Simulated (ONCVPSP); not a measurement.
# Before and after: ONCV potential for hafnium

Hf, optimised norm-conserving Vanderbilt (ONCV), made with ONCVPSP 4.0.1 (LDA (Perdew-Zunger), fully relativistic). Core [Kr] 4d10 4f14, reference 5s2 5p6 5d2 6s2. Waves: 5s+6s: rc 1.65 bohr, ncon 3, nbas 6, qcut 6.3 1/bohr, 2 projectors; 5p: rc 1.95 bohr, ncon 3, nbas 8, qcut 8 1/bohr, 1 projector; 5d: rc 3.15 bohr, ncon 4, nbas 8, qcut 4.7 1/bohr, 2 projectors, debl 1.3 Ha. Local part: polynomial inside 1.50 bohr (lpopt 5, dvloc0 0 Ha). Core correction: none.

Open shells are filled in proportion to 2j + 1.

All-electron outer shells of the reference configuration (LDA (Perdew-Zunger), scalar-relativistic, ld1.x):

```csv
shell,level (eV),outermost node (bohr),outermost maximum (bohr)
5s,-67.17,0.55,1.01
5p,-35.71,0.60,1.16
4f,-17.03,–,0.45
6s,-5.27,1.37,2.89
5d,-2.87,0.67,1.71
```

Change: s: qcut 5.5.

Cutoffs: the cutoffs (Ha) at which the residual kinetic energy of the hardest occupied pseudo-wave falls to 1 and 0.1 mHa per electron; they do not see the model core or the augmentation charge, which bear on the density cutoff. Errors are all-electron minus pseudo energies relative to the spin-unpolarised reference configuration.

Question: What does the change do?

Answer: The potential gets harder (16 Ha and 21 Ha → 16 Ha and 33 Ha); of the 3 tests that both files solve, the error grows in 0 and shrinks in 2 by more than 15 % and 0.3 meV (median size 5.8 → 4.4 meV); neither file shows a bound ghost.

| quantity | base | changed |
| --- | --- | --- |
| cutoff, loose | 16 Ha | 16 Ha |
| cutoff, tight | 21 Ha | 33 Ha |
| loose cutoff by channel | s 16 Ha, p 16 Ha, d 8.0 Ha | s 13 Ha, p 16 Ha, d 8.0 Ha |
| bound ghosts | none | none |
| GHOST(+) flags under 300 eV | none | s at 170.0 eV |
| tests with a reliable result | 3 of 4 | 3 of 4 |
| error for 5s2 5p6 5d2 6s1, meV [ΔE 8.20 eV] | +1.6 | +1.3 |
| error for 5s2 5p6 5d2 6s0, meV [ΔE 22.70 eV] | +5.8 | +4.4 |
| error for 5s1 5p6 5d2 6s2, meV [ΔE 73.20 eV] | -452 | -517 |
| s: phases at 1.68 bohr within 0.05 rad from the reference energy up to (Ha; the scan ends near 5) | to the end of the scan | to the end of the scan |
| p3/2: phases at 1.98 bohr within 0.05 rad from the reference energy up to (Ha; the scan ends near 5) | 0.7 | 0.7 |
| p1/2: phases at 1.98 bohr within 0.05 rad from the reference energy up to (Ha; the scan ends near 5) | 0.4 | 0.4 |
| d5/2: phases at 3.20 bohr within 0.05 rad from the reference energy up to (Ha; the scan ends near 5) | 3.0 | 3.0 |
| d3/2: phases at 3.20 bohr within 0.05 rad from the reference energy up to (Ha; the scan ends near 5) | 2.9 | 2.9 |
